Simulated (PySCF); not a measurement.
C7H8, charge +1, doublet, geometry from GFN2-xTB (a state made from the parent by changing its charge; the spin is typed, not shown lowest). Base run: PySCF with PBE/6-31G.

The PySCF input:
```python
from pyscf import gto, scf, dft, solvent

mol = gto.M(
    atom='''
C    -2.366530   -0.088812    0.075370
C    -0.910108   -0.043246   -0.045476
C    -0.140973   -1.225889    0.120750
C     1.226722   -1.153665    0.206655
C     1.867173    0.080875    0.018153
C     1.126048    1.261590   -0.146228
C    -0.242048    1.195319   -0.233187
H    -2.796951    0.864442    0.379662
H    -2.711748   -0.903599    0.712469
H    -2.774286   -0.305433   -0.925021
H    -0.646111   -2.176311    0.213291
H     1.811709   -2.045368    0.374759
H     2.944586    0.111898   -0.076851
H     1.634606    2.208806   -0.245315
H    -0.823503    2.088536   -0.409219
''',
    basis='6-31g',
    charge=1,
    spin=1,
    verbose=4,
)

mf = dft.UKS(mol)
mf.xc = 'pbe'
mf.kernel()
```

Variants of this job, named by their change:

```csv
change,ΔE vs base (kJ/mol)
base,0.00
model = IEF-PCM; solvent = tetrahydrofuran; vdw_scale = 1.1,-207.5
model = IEF-PCM; solvent = tetrahydrofuran; lebedev_order = 11,-191.2
model = C-PCM; solvent = tetrahydrofuran,-192.0
model = SS(V)PE; solvent = tetrahydrofuran,-177.2
model = IEF-PCM; solvent = tetrahydrofuran; lebedev_order = 41,-192.2
model = IEF-PCM; solvent = tetrahydrofuran; vdw_scale = 1.0,-229.1
model = IEF-PCM; solvent = toluene,-128.7
model = IEF-PCM; solvent = acetonitrile,-215.7
model = IEF-PCM; solvent = tetrahydrofuran; vdw_scale = 1.4,-170.9
model = IEF-PCM; solvent = tetrahydrofuran; r_probe = 0.5,-159.5
model = COSMO; solvent = tetrahydrofuran,-179.8
```

The base is the gas phase, so ΔE is the electrostatic part of solvation at a fixed geometry, without cavity and dispersion terms.

Open shells are given as the SCF converged; they aren't shown to be the lowest states, and a large step between rows can be another state.
